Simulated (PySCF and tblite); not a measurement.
Results of a calculation; reference values are marked as such.
C₆H₉ClS, numbered as in [CH3:1]/[CH:2]=[C:3](\[Cl:4])[CH2:5][C:6]([CH3:7])=[S:8].

Geometries GFN2-xTB; weights from PBE0-D3(BJ)/def2-SVP (IEF-PCM, acetone) energies and GFN2-xTB thermal corrections, with symmetry numbers and mirror pairs. Conformers within 2.5 kcal/mol (GFN2-xTB free energy) were kept, 4 at most. Programs: PySCF with density fitting and tblite.

Torsions listed: Cl4–C3–C5–C6, C3–C5–C6–S8. Of a mirror pair one member is shown.

```json
{"conformer": "1", "shape": "-89°, -92°", "symmetry": "C1 (pair)", "dipole D": "2.14"}
{"conformer": "2", "shape": "66°, -140°", "symmetry": "C1 (pair)", "dipole D": "5.00"}
```

**Question.** Which of these conformers is the most populated at 298.15 K, and with what share?

**Answer.** Conformer 2, about 95 %.

**Question.** Give the DFT energies and free energies relative to the lowest, and all weights.

**Answer.** 
```
conformer       shape  E(DFT) kcal/mol  G(298.15 K) kcal/mol  weight %
        1  -89°, -92°             1.52                  1.71       5.3
        2  66°, -140°             0.00                  0.00      94.7
```

**Question.** How does its share change from 250 K to 350 K?

**Answer.** From 97 % to 92 %; the mixing entropy goes from 1.65 to 1.92 cal/(mol K).
